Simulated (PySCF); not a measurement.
C6H13Si2 (doublet state).
Geometry (PBE0-D3(BJ)/def2-SVP, Å), atoms numbered from 1 in this order:
```xyz
21
C6H13Si2 angstrom
C      1.824   -0.627    0.349
C      0.996   -1.365   -0.739
Si    -0.558   -0.364   -1.178
C     -0.012    1.456   -1.137
C      0.188    1.927    0.330
Si     0.681    0.450    1.441
C     -0.923   -0.575    1.634
C     -1.727   -0.575    0.305
H      2.423   -1.337    0.942
H      2.549    0.058   -0.125
H      1.616   -1.581   -1.626
H      0.661   -2.345   -0.358
H     -1.175   -0.767   -2.480
H      0.940    1.529   -1.690
H     -0.722    2.113   -1.667
H     -0.757    2.329    0.734
H      0.916    2.754    0.385
H     -0.615   -1.603    1.893
H     -1.544   -0.225    2.475
H     -2.436    0.271    0.292
H     -2.343   -1.487    0.219
```

The hyperfine couplings belong to this conformer and change with its torsions.

The species is `C1C[SiH]2CC[Si]1CC2` [radical].

Level of theory: UKS B3LYP, IGLO-III on C Si, pcH-1 on H, non-relativistic, mean-field spin-orbit, GIAO (PySCF 2.14.0). Geometry: PBE0-D3(BJ)/def2-SVP; no solvent, vibrations or thermal averaging. No stability test was run, so a lower SCF solution isn't excluded.

The isotropic 13C couplings, averaged over equivalent nuclei, are +32.0, +20.2 MHz. Assign them to C1/C5/C7; C2/C4/C8.

```tsv
site	a_iso (MHz)	ρ(0) (bohr⁻³)	position	distance from Si6 (Å)	spin population	largest |T| (MHz)
C1/C5/C7	+32.0	+0.0285	1 bond from Si6	1.91	+0.03	9.6
C2/C4/C8	+20.2	+0.0180	2 bonds from Si6	2.85	+0.01	4.7
```

Match the computed a_iso(29Si) values -496.7, -14.8 MHz with the sites Si3; Si6.

```json
{"site": "Si3", "a_iso (MHz)": "-14.8", "ρ(0) (bohr⁻³)": "+0.0166", "position": "3 bonds from Si6", "distance from Si6 (Å)": "3.01", "spin population": "+0.01", "largest |T| (MHz)": "0.8"}
{"site": "Si6", "a_iso (MHz)": "-496.7", "ρ(0) (bohr⁻³)": "+0.5600", "position": "largest spin population", "distance from Si6 (Å)": "0.00", "spin population": "+0.84", "largest |T| (MHz)": "159.2"}
```

ρ(0) is the spin density at the nucleus and T the dipolar tensor; a_iso includes a spin–orbit part; entries for several nuclei are means. The largest Mulliken spin population is on Si6 (+0.84). The angles at Si6 add up to 314.7°, so it is pyramidal.

Means are taken over nuclei equivalent by connectivity, which assumes that they swap fast. The 1H value of +6.6 MHz is a mean of couplings from -1.3 to 14.6 MHz in this one geometry, not an average over conformers. The 1H value of +0.6 MHz is a mean of couplings from -3.3 to 4.4 MHz in this one geometry, not an average over conformers.
